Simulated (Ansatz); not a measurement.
Relaxation of the cluster Cu₄S₃ with RKS r2SCAN-D4/def2-SVP.

```sh
$ ansatz run in.yaml --threads 4 --pin off --events-out ev --progress --plain --max-ram 4787MiB
```

```yaml
crystal:
  periodic: [false, false, false]
  atoms:
    - {symbol: Cu, position_ang: [1.070170, 1.203790, -1.083570]}
    - {symbol: Cu, position_ang: [0.355410, 0.475620, 1.491490]}
    - {symbol: Cu, position_ang: [-1.674630, 0.327920, -0.429540]}
    - {symbol: Cu, position_ang: [0.418280, -1.883600, 0.116960]}
    - {symbol: S, position_ang: [-0.503260, 2.086380, 0.178840]}
    - {symbol: S, position_ang: [2.027960, -0.335750, 0.224410]}
    - {symbol: S, position_ang: [-1.693920, -1.874360, -0.498590]}
basis:
  gaussian: {orbitals: def2-SVP}
hamiltonian: {xc: r2scan, dispersion: d4}
scf: {lower_state_search: "off"}
output: {orbitals: {seedname: orbitals}}
relax: {f_tol: 0.02, max_steps: 100}
```

It took 62 s on 4 threads of Arm Neoverse V2 on a shared host.

Positions (Å) and forces (eV/Å) at steps 1, 2, 3, 4, 5, 6, 7 of 7:

```xyz
7
step=1 energy=-211036.9502 eV
Cu    1.070    1.204   -1.084   -0.339   -0.620    0.829
Cu    0.355    0.476    1.491    0.041   -0.117   -1.146
Cu   -1.675    0.328   -0.430    0.919   -0.653    0.288
Cu    0.418   -1.884    0.117   -0.670    1.230   -0.105
S    -0.503    2.086    0.179   -0.332    0.308    0.094
S     2.028   -0.336    0.224    0.295   -0.209    0.022
S    -1.694   -1.874   -0.499    0.086    0.061    0.018
7
step=2 energy=-211037.5734 eV
Cu    1.017    1.122   -0.990   -0.182   -0.447    0.343
Cu    0.383    0.488    1.392    0.012   -0.043   -0.458
Cu   -1.553    0.254   -0.398    0.658   -0.493    0.072
Cu    0.338   -1.710    0.085   -0.489    0.938   -0.139
S    -0.552    2.131    0.187   -0.275    0.194    0.138
S     2.119   -0.363    0.245    0.068   -0.251   -0.029
S    -1.752   -1.921   -0.521    0.208    0.101    0.073
7
step=3 energy=-211037.8379 eV
Cu    0.958    1.040   -0.942   -0.030   -0.163   -0.064
Cu    0.407    0.501    1.359    0.072    0.191    0.208
Cu   -1.416    0.184   -0.406   -0.006    0.061   -0.057
Cu    0.259   -1.533    0.050    0.075    0.082   -0.151
S    -0.589    2.149    0.213   -0.175    0.024    0.046
S     2.161   -0.390    0.253    0.007   -0.200    0.016
S    -1.779   -1.951   -0.527    0.057    0.005    0.003
7
step=4 energy=-211037.8467 eV
Cu    0.918    0.915   -0.967   -0.059   -0.066    0.304
Cu    0.494    0.634    1.413    0.123   -0.096   -0.135
Cu   -1.478    0.194   -0.336    0.083   -0.221   -0.116
Cu    0.264   -1.451   -0.024    0.038   -0.094    0.063
S    -0.646    2.134    0.215    0.183   -0.007   -0.037
S     2.185   -0.475    0.311   -0.196    0.369   -0.070
S    -1.738   -1.951   -0.612   -0.173    0.114   -0.008
7
step=5 energy=-211037.8519 eV
Cu    0.899    0.951   -0.936   -0.088    0.036    0.025
Cu    0.513    0.598    1.427    0.013   -0.091   -0.185
Cu   -1.413    0.197   -0.511   -0.117   -0.064    0.163
Cu    0.248   -1.488    0.075    0.043    0.016   -0.097
S    -0.655    2.107    0.268    0.088    0.112   -0.076
S     2.176   -0.433    0.237    0.027   -0.021    0.191
S    -1.769   -1.932   -0.561    0.035    0.012   -0.021
7
step=6 energy=-211037.8750 eV
Cu    0.894    0.928   -0.944    0.009    0.027   -0.037
Cu    0.468    0.579    1.398    0.022    0.021    0.031
Cu   -1.444    0.196   -0.402    0.044    0.002   -0.003
Cu    0.274   -1.493    0.006   -0.010    0.049    0.020
S    -0.616    2.149    0.227   -0.015   -0.101    0.000
S     2.181   -0.420    0.287   -0.043   -0.014   -0.005
S    -1.758   -1.938   -0.574   -0.008    0.016   -0.006
7
step=7 energy=-211037.8769 eV
Cu    0.897    0.931   -0.948   -0.001    0.003    0.000
Cu    0.483    0.590    1.406    0.016   -0.002    0.003
Cu   -1.441    0.192   -0.406    0.002   -0.003   -0.001
Cu    0.266   -1.484    0.014    0.000   -0.012   -0.001
S    -0.623    2.136    0.230    0.008   -0.004   -0.004
S     2.178   -0.425    0.285   -0.015    0.019    0.007
S    -1.760   -1.939   -0.582   -0.009   -0.001   -0.004
```

The restricted singlet is unstable towards broken spin symmetry in Hartree–Fock (as tested in another run); at r2SCAN-D4/def2-SVP this wasn't settled. An occupied level lies above an empty one. The structure comes from a short search, and lower isomers may exist.
